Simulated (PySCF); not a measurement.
Does the structure fit the spectrum?

A compound C$_{7}$H$_{10}$F$_{2}$ gives the data below (simulated from a calculation) and was assigned the structure `F[C@@H]1C[C@]2(F)CC[C@H]1C2`.

13C{1H} NMR (computed): δ 133.3 (C), 44.3 (CH), 34.4 (CH), 32.7 (CH2), 30.8 (CH2, 2C), 28.3 (CH2).

1H NMR (400 MHz, computed): δ 2.60 (m, 1H), 2.43 (m, 2H), 2.27 (m, 1H), 2.18 (m, 2H), 1.89 (m, 2H), 1.53 (m, 2H).

PySCF 2.14.0 with density-fitted response routines calculation with shielding tensors at PBE0/pcSseg-1 (GIAO) and structure optimised with GFN2-xTB; fast rotation and ring inversion assumed for equivalent nuclei, one computed conformer, no relativistic terms, no solvent model.

Shifts are taken against calculated references (same method and geometry level): 1H, 13C vs TMS.

Question: Compare with the shifts computed for the proposed structure, pairing carbons in order of shift.

Answer: Structure with atom numbers: `[F:1][C@@H:2]1[CH2:3][C@:4]2([F:5])[CH2:6][CH2:7][C@H:8]1[CH2:9]2` (H(Xn): hydrogen on atom n).

| atom | computed for proposal | given list | difference |
| --- | --- | --- | --- |
| C4 | 104.2 | 133.3 | -29.1 |
| C2 | 94.4 | 44.3 | +50.1 |
| C3 | 44.7 | 34.4 | +10.3 |
| C9 | 42.0 | 32.7 | +9.3 |
| C8 | 41.4 | 30.8 | +10.6 |
| C6 | 35.1 | 30.8 | +4.3 |
| C7 | 23.2 | 28.3 | -5.1 |

The rms difference is 23.0 ppm and the largest +50.1 ppm at C2 (sp3 CH bonded to F). The proposal also would give 7 carbon signals, not 6. The carbon types in order of shift don't match either: C, CH, CH2, CH2, CH, CH2, CH2 for the proposal against C, CH, CH, CH2, CH2, CH2, CH2 in the data. The proposal doesn't fit.

Question: Which isomer fits?

Answer: `FC1(F)CC[C@H]2C[C@@H]1C2`.

Carbon types of the structure: 1 × C, 2 × CH, 4 × CH2, which accounts for all hydrogens. δC 133.3: fully substituted sp3 carbon bonded to 2 F; 2 electronegative neighbours deshield it. δC 44.3, 34.4: sp3 CH in a ring; aliphatic region, no heteroatom directly attached. δC 32.7, 30.8, 28.3: sp3 CH2 in a ring; saturated and bonded to C and H only. δH 2.60, 2.27: hydrogen on an sp3 CH in a ring.

The data come from this structure; uniqueness wasn't tested.

Splittings by 19F in the carbon and heteronuclear signals aren't shown, as no couplings were computed. Shifts are as computed. Against solution values, carbons near 30 ppm lie about +3 ppm off and those near 130 ppm about +5 ppm. Of 1211 compounds with measured shifts, 218 miss one by over three times the rms of a fit or turn the order of signals round; such compounds aren't used in these exercises. No couplings were computed; multiplicities are counted from neighbouring protons, with m where these are inequivalent, close in shift, in a saturated or five-membered ring or joined by F or P, and br s for small geminal =CH2 splittings.
